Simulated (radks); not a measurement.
Values are calculated unless marked as measured or tabulated.
Question: The mean radii <r> (bohr) of the occupied orbitals of an atom or ion are listed with their occupations. Level of theory: scalar-relativistic Kohn-Sham, PBEsol, spin-polarised, spherical densities, finite nucleus; Fermi nuclear charge, rms radius of each element as measured or else 0.836 A^(1/3) + 0.57 fm (a radial shooting solver on a logarithmic mesh with Libxc functionals).

| orbital | occ. | <r> |
|---|---|---|
| 1s up | 1 | 0.02364 |
| 1s down | 1 | 0.02364 |
| 2s up | 1 | 0.1010 |
| 2s down | 1 | 0.1010 |
| 2p up | 3 | 0.08881 |
| 2p down | 3 | 0.08881 |
| 3s up | 1 | 0.2665 |
| 3s down | 1 | 0.2664 |
| 3p up | 3 | 0.2647 |
| 3p down | 3 | 0.2645 |
| 3d up | 5 | 0.2419 |
| 3d down | 5 | 0.2417 |
| 4s up | 1 | 0.6077 |
| 4s down | 1 | 0.6074 |
| 4p up | 3 | 0.6436 |
| 4p down | 3 | 0.6433 |
| 4d up | 5 | 0.7077 |
| 4d down | 5 | 0.7077 |
| 5s up | 1 | 1.467 |
| 5s down | 1 | 1.481 |
| 5p up | 3 | 1.718 |
| 5p down | 3 | 1.736 |
| 6s up | 1 | 3.948 |
| 4f up | 4 | 1.090 |

Name the element and its charge. Open shells, if any, are filled with parallel spins first.

Answer: Z = 60, neodymium, charge +1: Nd+ in [Xe] 4f4 6s1. The 1s radius gives Z: for a bare nucleus <r> = (2 gamma + 1)/(2Z) with gamma = sqrt(1 - (Z/c)^2), 0.02332 bohr for Z = 60, and screening makes it slightly larger (0.02364 here). The occupations add up to 59, and the charge is Z minus that.
